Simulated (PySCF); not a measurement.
**SnO: everyday levels beside a composite calculation**

PySCF; the state is a singlet (closed shell). The composite is CCSD(T) extrapolated to the basis-set limit from two correlation-consistent sets, with core-valence (CV) and scalar-relativistic (SR) terms as its label shows; it has no spin–orbit coupling and nothing beyond (T). Here it is CCSD(T)/CBS(DT)+CV. It gives Re = 1.829 Å, ωe = 828 cm⁻¹ and De = 5.77 eV to Sn + O.

```json
{"level": "RHF-MP2", "basis": "def2-TZVPP", "relativity": "scalar-relativistic core potentials", "Re (Å)": "1.845", "ωe (cm⁻¹)": "808", "De (eV)": "6.10"}
{"level": "RHF-MP2", "basis": "def2-TZVPPD", "relativity": "scalar-relativistic core potentials", "Re (Å)": "1.848", "ωe (cm⁻¹)": "802", "De (eV)": "6.21"}
{"level": "RHF-SCS-MP2", "basis": "aug-cc-pVDZ-PP/aug-cc-pVDZ", "relativity": "scalar-relativistic core potentials", "Re (Å)": "1.875", "ωe (cm⁻¹)": "784", "De (eV)": "5.68"}
{"level": "RHF-CCSD(T)", "basis": "aug-cc-pVDZ-PP/aug-cc-pVDZ", "relativity": "scalar-relativistic core potentials", "Re (Å)": "1.871", "ωe (cm⁻¹)": "784", "De (eV)": "5.30"}
{"level": "PBE", "basis": "aug-cc-pVDZ-PP/aug-cc-pVDZ", "relativity": "scalar-relativistic core potentials", "Re (Å)": "1.873", "ωe (cm⁻¹)": "782", "De (eV)": "6.03"}
{"level": "PBEsol", "basis": "def2-TZVPP", "relativity": "scalar-relativistic core potentials", "Re (Å)": "1.836", "ωe (cm⁻¹)": "824", "De (eV)": "6.51"}
{"level": "TPSS", "basis": "def2-TZVPPD", "relativity": "scalar-relativistic core potentials", "Re (Å)": "1.843", "ωe (cm⁻¹)": "818", "De (eV)": "5.81"}
{"level": "PBE0", "basis": "def2-SVPD", "relativity": "scalar-relativistic core potentials", "Re (Å)": "1.847", "ωe (cm⁻¹)": "838", "De (eV)": "5.16"}
{"level": "PBE0", "basis": "aug-cc-pVDZ-PP/aug-cc-pVDZ", "relativity": "scalar-relativistic core potentials", "Re (Å)": "1.841", "ωe (cm⁻¹)": "846", "De (eV)": "5.18"}
{"level": "B97-3", "basis": "cc-pVDZ-PP/cc-pVDZ", "relativity": "scalar-relativistic core potentials", "Re (Å)": "1.847", "ωe (cm⁻¹)": "847", "De (eV)": "5.11"}
```

Give the difference of each row from the composite.



```
      level                       basis  ΔRe (pm)  Δωe (%)  ΔDe (eV)
    RHF-MP2                  def2-TZVPP      +1.6     -2.4     +0.33
    RHF-MP2                 def2-TZVPPD      +1.9     -3.1     +0.44
RHF-SCS-MP2  aug-cc-pVDZ-PP/aug-cc-pVDZ      +4.6     -5.3     -0.09
RHF-CCSD(T)  aug-cc-pVDZ-PP/aug-cc-pVDZ      +4.2     -5.3     -0.47
        PBE  aug-cc-pVDZ-PP/aug-cc-pVDZ      +4.4     -5.6     +0.26
     PBEsol                  def2-TZVPP      +0.7     -0.5     +0.74
       TPSS                 def2-TZVPPD      +1.4     -1.2     +0.04
       PBE0                   def2-SVPD      +1.8     +1.2     -0.61
       PBE0  aug-cc-pVDZ-PP/aug-cc-pVDZ      +1.2     +2.2     -0.59
      B97-3          cc-pVDZ-PP/cc-pVDZ      +1.8     +2.3     -0.66
```

Which rows come closest in De?

TPSS in def2-TZVPPD (+0.04 eV), counted from the composite.

Correlated steps freeze 5 core orbitals. Correlated levels converge slowly with the basis: in double zeta they bind strong bonds too weakly, by up to about 1 eV, and carry superposition errors of some tenths. Spin–orbit coupling is left out, which matters for elements this heavy, above all for dissociation energies. Where the molecule has an RHF reference, its open-shell atoms are computed with UHF. The CCSD T1 diagnostic is raised in SnO, a sign that a single reference may not be enough there.
